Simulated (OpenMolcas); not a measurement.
B I: effect of the basis set

```json
{
 "Program": "OpenMolcas",
 "Method": "SS-CASPT2, IPEA 0.25 Eh, imaginary shift 0.1 Eh (closed shells correlated: 1s)",
 "Active space": "3 electrons in 4 orbitals (2s 2p)",
 "State averaging": "2S+1 = 4 odd, 1 root (0 in the spin-orbit step); 2S+1 = 2 odd, 3 roots; 2S+1 = 4 even, 3 roots; 2S+1 = 2 even, 5 roots",
 "Spin-orbit coupling": "state interaction with AMFI integrals over the reference wave functions, term energies averaged over their components"
}
```

A. ANO-R1 [3s2p1d], X2C, finite nucleus; CASPT2 step of the order of 2.9 core-seconds
B. ANO-L-VTZP [4s3p2d1f], non-relativistic, point nucleus; CASPT2 step roughly 1.1 core-seconds
C. ANO-RCC-VTZP [4s3p2d1f], DKH2, point nucleus; CASPT2 step of the order of 1.5 core-seconds
D. ANO-R2 [4s4p2d1f], X2C, finite nucleus; CASPT2 step of the order of 1.2 core-seconds
E. ANO-R3 [4s4p2d1f], X2C, finite nucleus; CASPT2 step about 0.9 core-seconds
F. ANO-RCC-VQZP [5s4p3d2f1g], DKH2, point nucleus; CASPT2 step about 1.1 core-seconds

Energies in eV above 2s² 2p ²P°_1/2, the measured ground level; measured values from NIST Handbook of Basic Atomic Spectroscopic Data.

```csv
Level,A,B,C,D,E,F,Measured
2s² 2p ²P°_1/2,0.0000,0.0000,0.0000,0.0000,0.0000,0.0000,0.0000
2s² 2p ²P°_3/2,0.0018,0.0018,0.0018,0.0018,0.0018,0.0018,0.0019
2s 2p² ⁴P_1/2,3.319,3.363,3.371,3.409,3.409,3.423,3.5794
2s 2p² ⁴P_3/2,3.320,3.363,3.371,3.409,3.409,3.423,3.5800
2s 2p² ⁴P_5/2,3.321,3.364,3.372,3.410,3.410,3.424,3.5808
2s 2p² ²D_3/2,6.319,6.109,6.147,6.120,6.120,6.094,5.9335
2s 2p² ²D_5/2,6.319,6.109,6.147,6.120,6.120,6.094,5.9335
```

Deviations, from unrounded energies. A percentage is the sum of absolute deviations over the sum of measured energies, with the sign that they share, or ± where signs differ.

```tsv
Against measurement	Levels	A	B	C	D	E	F
mean absolute deviation (cm-1)	6	2100	1300	1400	1200	1200	1100
fine structure of the ground term (%)	1	-6.8	-5.4	-4.8	-6.4	-6.4	-5.0
other configurations (%)	5	±6.9	±4.4	±4.7	±3.9	±3.9	±3.5
```

F lies closest to measurement on these levels and A furthest from it. The largest miss of F in the table is 2s 2p² ²D_5/2, by +1300 cm-1. The ranking rests on the paired levels alone, and a cruder setting can come out closer through cancelling errors.

Among A to F the level of the table that moves most is 2s 2p² ²D_3/2, by 1800 cm-1 (lowest in F, highest in A). Moves below CASPT2's spread within the term are not significant.

CASPT2 does not keep the components of a term degenerate, so their means are used; among the terms shown or strongly mixed into the levels shown the widest spread is 440 cm-1 (2s 2p² ²D, B). Measured partners are found by configuration, term and J. A level has none where our copy of the source lacks it or the pairing is in doubt (some pairs that miss far off the trend of their configuration count as doubtful), and it then counts in no deviation. Levels of configurations outside the active space are missing.

° marks odd parity.
